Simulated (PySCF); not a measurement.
Computed with PySCF, delta-SCF UKS SCAN, pcX-2 on the ionised atom, pcseg-1 elsewhere, spin-free X2C. Geometries: PBE0-D3(BJ)/def2-SVP; isolated species, one conformer each. Kα1 is taken as the energy difference of the 1s-hole and 2p3/2-hole states at the ground state's geometry. The 2p values add to the ΔSCF energy of one spin-free hole a correction within the shell (spin–orbit coupling, ligand field).

```tsv
site	Si 2p3/2 (eV)
Si3 in `[CH3:1][SiH2:2][Si@@H:3]([NH2:4])[c:5]1[cH:6][cH:7][cH:8][o:9]1`	106.21
silicon in `CC(C)N([SiH3])C(C)(C)C`	106.44
Si7 in `[N:1]#[C:2][C@@H:3]1[CH2:4][CH2:5][C@@H:6]1[SiH2:7][O:8][SiH3:9]`	107.29
Si9 in `[CH3:1][c:2]1[cH:3][cH:4][o:5][c:6]1[SiH2:7][NH:8][SiH3:9]`	106.77
silicon in `CS[SiH2][PH3+]`	112.41
```

**Question.** What are the Si 1s binding energies, and the Kα1 emission energies that follow?

**Answer.** 
```json
{"site": "Si3 in `[CH3:1][SiH2:2][Si@@H:3]([NH2:4])[c:5]1[cH:6][cH:7][cH:8][o:9]1`", "bonded to": "N, C, H and Si", "1s (eV)": "1846.08", "2p3/2 (eV)": "106.21", "Kα1 = 1s − 2p3/2 (eV)": "1739.87"}
{"site": "silicon in `CC(C)N([SiH3])C(C)(C)C`", "bonded to": "N and 3 H", "1s (eV)": "1846.30", "2p3/2 (eV)": "106.44", "Kα1 = 1s − 2p3/2 (eV)": "1739.86"}
{"site": "Si9 in `[CH3:1][c:2]1[cH:3][cH:4][o:5][c:6]1[SiH2:7][NH:8][SiH3:9]`", "bonded to": "N and 3 H", "1s (eV)": "1846.66", "2p3/2 (eV)": "106.77", "Kα1 = 1s − 2p3/2 (eV)": "1739.89"}
{"site": "Si7 in `[N:1]#[C:2][C@@H:3]1[CH2:4][CH2:5][C@@H:6]1[SiH2:7][O:8][SiH3:9]`", "bonded to": "O, C and 2 H", "1s (eV)": "1847.21", "2p3/2 (eV)": "107.29", "Kα1 = 1s − 2p3/2 (eV)": "1739.92"}
{"site": "silicon in `CS[SiH2][PH3+]`", "bonded to": "S, 2 H and P", "1s (eV)": "1852.23", "2p3/2 (eV)": "112.41", "Kα1 = 1s − 2p3/2 (eV)": "1739.82"}
```

Ranges: 1s 6.15 eV, 2p3/2 6.20 eV, Kα1 0.10 eV. A straight-line fit of 1s on 2p3/2 has slope 0.99.
